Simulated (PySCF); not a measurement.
**Computed structure and properties of La(NH2)3**

System: La(NH2)3 (singlet); start: displaced along the imaginary mode (C2). Method: PySCF 2.14.0, RKS BP86, La lcecp-1-SVP with ECP46, N def2-SVP, H def2-SVP; non-relativistic Hamiltonian with scalar-relativistic core potentials where named; density fitting; no spin-orbit coupling.

Input of the relaxation:

```python
mol = gto.M(atom='''
La     0.00000    -0.00000    -0.00000
N      2.34413    -0.00170    -0.00053
H      2.98458     0.24783     0.80985
H      2.98385    -0.25217    -0.81119
N     -1.17059     2.03093     0.01254
H     -1.39110     2.66413     0.80774
H     -1.58936     2.50685    -0.81325
N     -1.17354    -2.02922    -0.01201
H     -1.59263    -2.50454     0.81397
H     -1.39533    -2.66211    -0.80711''',
    basis={'La': 'lcecp-1-SVP', 'N': 'def2-SVP', 'H': 'def2-SVP'},
    ecp={'La': 'lcecp-1-SVP'},
    charge=0, spin=0)
mf = dft.RKS(mol, xc='B88,P86')
mf.grids.atom_grid = (50, 194)  # f atoms: unpruned, at least (60, 302)
mf = mf.density_fit()  # fitting sets: La AutoAux, N def2-universal-JKFIT, H def2-universal-JKFIT
mf.conv_tol = 1e-08; mf.max_cycle = 55
mf.kernel(dm0)  # dm0: converged density of the start geometry
# quasi-Newton relaxation in Cartesian coordinates to a largest gradient under 0.00045 Eh/bohr, steps kept in the point group
```

Run from Python with OMP_NUM_THREADS=2; the lines above give its settings. Where DIIS fails, smearing, a level shift and second-order steps follow.
It took 2.8 min on 2 threads of Arm Neoverse V1, with other jobs on the host, from the converged density of the start.

Course of the relaxation:

| step | energy above end (eV) | largest force component within the symmetry (eV/Å) |
| --- | --- | --- |
| 0 | 1.0239 | 1.038 |
| 1 | 0.8919 | 0.286 |
| 2 | 0.7036 | 0.788 |
| 3 | 0.6201 | 1.160 |
| 4 | 0.4432 | 0.446 |
| 5 | 0.4159 | 1.355 |
| 6 | 0.2896 | 0.846 |
| 7 | 0.2769 | 0.840 |
| 28 | 0.0020 | 0.033 |
| 29 | 0.0014 | 0.062 |
| 30 | 0.0007 | 0.074 |
| 31 | 0.0002 | 0.036 |
| 32 | 0.0000 | 0.016 |
| 33 | 0.0000 | 0.013 |
(The steps between are left out.)

Relaxed geometry (D3h):

```xyz
10

La   -0.0015    0.0000    0.0000
N     2.3095   -0.0017   -0.0005
H     2.9406    0.8110    0.0869
H     2.9394   -0.8153   -0.0883
N    -1.1540    1.9903    0.2200
H    -0.7575    2.9383    0.3249
H    -2.1772    2.1313    0.2315
N    -1.1570   -1.9887   -0.2194
H    -2.1804   -2.1282   -0.2306
H    -0.7619   -2.9372   -0.3246
```

| contact | Å |
| --- | --- |
| La1–N2 (NH2) | 2.311 |
| La1–N5 (NH2) | 2.310 |
| La1–N8 (NH2) | 2.310 |

On the finer grid (75, 302):

```yaml
HOMO: -4.60 eV
LUMO: -1.74 eV
Dipole_about_the_centre_of_mass: 0.00 D
Set_of_Mulliken_populations_of_La1_outside_the_core_potential: s 2.17, p 6.27, d 1.68, f 0.07
D3_BJ_dispersion_energy_not_in_the_energies: -0.307 eV
```

```json
{"atom": "La1", "Mulliken (e)": "0.81", "Löwdin (e)": "0.56", "spin (e)": "0.00"}
{"atom": "N2", "Mulliken (e)": "-0.50", "Löwdin (e)": "-0.32", "spin (e)": "0.00"}
{"atom": "H3", "Mulliken (e)": "0.11", "Löwdin (e)": "0.07", "spin (e)": "0.00"}
{"atom": "H4", "Mulliken (e)": "0.11", "Löwdin (e)": "0.07", "spin (e)": "0.00"}
{"atom": "N5", "Mulliken (e)": "-0.50", "Löwdin (e)": "-0.32", "spin (e)": "0.00"}
{"atom": "H6", "Mulliken (e)": "0.11", "Löwdin (e)": "0.07", "spin (e)": "0.00"}
{"atom": "H7", "Mulliken (e)": "0.11", "Löwdin (e)": "0.07", "spin (e)": "0.00"}
{"atom": "N8", "Mulliken (e)": "-0.50", "Löwdin (e)": "-0.32", "spin (e)": "0.00"}
{"atom": "H9", "Mulliken (e)": "0.11", "Löwdin (e)": "0.07", "spin (e)": "0.00"}
{"atom": "H10", "Mulliken (e)": "0.11", "Löwdin (e)": "0.07", "spin (e)": "0.00"}
```

The large-core potential holds the 4f shell empty.

No frequency check is given for this geometry.

Taking off one NH2 (charge -1, singlet; the rest: singlet) in vacuum, both parts rigid, costs 9.99 eV; the small basis without counterpoise inflates it. Most of it is the attraction of opposite charges; other ways to part are cheaper, and one spin state was tried for the rest.

Rigid scan of NH2 along the line from its metal:

(distance to N2 (Å), energy (eV)): (2.01, 0.812), (2.11, 0.315), (2.21, 0.069), (2.31, 0.000), (2.41, 0.056), (2.51, 0.197), (2.71, 0.627), (3.01, 1.403), (3.41, 2.375), (3.91, 3.296)

One start shape was tried, so this needn't be the lowest isomer.
